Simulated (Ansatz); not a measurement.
`C=C=C[SiH2]C` + `C[S][SbH2]` → `C[SiH2][S][SbH2]` + `C=C=CC`  (formal exchange of groups at the Si–C bond)

Program: Ansatz. Geometries: PBE0-D4/def2-TZVP. ΔE: electronic, gas phase. CCSD(T)/CBS is the MP2 limit (def2-TZVPP, def2-QZVPP) plus CCSD(T) − MP2 in def2-TZVPP, frozen cores. def2 core potentials past Kr. For Sb outer-core shells are correlated without core-valence functions, which leaves a few kJ/mol of doubt a bond. One conformer a species, not always the lowest.

`C=C=C[SiH2]C`:

```xyz
13

C     2.453    0.078   -0.209
C     1.429   -0.473    0.376
C     0.375   -0.993    0.934
Si   -1.343   -0.419    0.486
C    -1.279    0.913   -0.816
H     2.859   -0.330   -1.128
H     2.937    0.951    0.215
H     0.512   -1.778    1.676
H    -2.018    0.078    1.719
H    -2.126   -1.592    0.005
H    -2.288    1.245   -1.074
H    -0.714    1.777   -0.460
H    -0.797    0.545   -1.724
```

`C[S][SbH2]`:

Z-matrix (Å, degrees):
```
C
S 1 1.814
H 1 1.090 2 111.8
H 1 1.090 2 111.8 3 123.7
H 1 1.091 2 106.0 3 -118.1
Sb 2 2.417 1 99.6 3 -61.9
H 6 1.711 2 95.2 1 134.0
H 6 1.710 2 95.1 1 -134.9
```

`C[SiH2][S][SbH2]`:

Z-matrix (Å, degrees):
```
C
Si 1 1.864
H 1 1.092 2 110.8
H 1 1.092 2 110.7 3 120.3
H 1 1.093 2 110.1 3 -119.9
S 2 2.138 1 107.6 3 -60.2
H 2 1.489 1 110.9 3 179.4
H 2 1.489 1 110.9 3 60.3
Sb 6 2.429 2 97.1 1 180.0
H 9 1.711 6 94.0 2 134.9
H 9 1.711 6 94.1 2 -134.0
```

`C=C=CC`:

Cartesian coordinates in Å:
```
C 1.457 0.851 -1.247
C 0.492 0.154 -0.723
C -0.473 -0.542 -0.196
C -0.966 -0.394 1.210
H 1.262 1.789 -1.757
H 2.488 0.517 -1.192
H -0.960 -1.289 -0.820
H -2.027 -0.128 1.223
H -0.410 0.378 1.744
H -0.863 -1.335 1.758
```

```
           species  SCS-MP2/def2-TZVPP energy (Eh)
    `C=C=C[SiH2]C`                      -445.86924
      `C[S][SbH2]`                      -678.28308
`C[SiH2][S][SbH2]`                      -968.56802
          `C=C=CC`                      -155.61223
```

(1) Work out ΔE.

Largest T1 diagnostic among the species: 0.013.

Answers

(1) ΔE = (-968.56802) + (-155.61223) − (-445.86924) − (-678.28308) = -0.02793 Eh = -73.3 kJ/mol. CCSD(T)/CBS gives -74.3 kJ/mol.

From PBE to PBE0 (25 % exact exchange), in def2-TZVPP and without D4, ΔE moves by −3.1 kJ/mol.
